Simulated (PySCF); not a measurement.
Computed IR spectrum (relative IR intensity) of a molecule C₅H₇F. Geometry optimised at B3LYP-D3(BJ)/def2-SVP. One conformer was computed; it need not be the lowest. All values below come from B3LYP-D3(BJ)/def2-SVP (PySCF). Frequencies are harmonic and unscaled.

Lines under 2 % of the strongest are left out, and lines within 2 cm⁻¹ are merged.

ν (cm⁻¹): 220 (w), 256 (w), 423 (w), 495 (w), 652 (w), 681 (w), 781 (m), 899 (w), 941 (s), 958 (m), 1000 (m), 1032 (w), 1088 (s), 1146 (m), 1233 (m), 1267 (m), 1296 (vw), 1403 (m), 1452 (w), 1719 (w), 1753 (vs), 3028 (m), 3083 (w), 3128 (m), 3141 (w), 3205 (m), 3226 (m) (against the strongest line: vs over 80 %, s over 45 %, m over 15 %, w over 4 %, vw less)

Task: Which molecule gave these data?
A) C#C[C@H](F)CC
B) C=CC/C=C\F
C) C#CC(C)(C)F
D) C[C@@H]1C=C[C@@H]1F

Result: B, C=CC/C=C\F
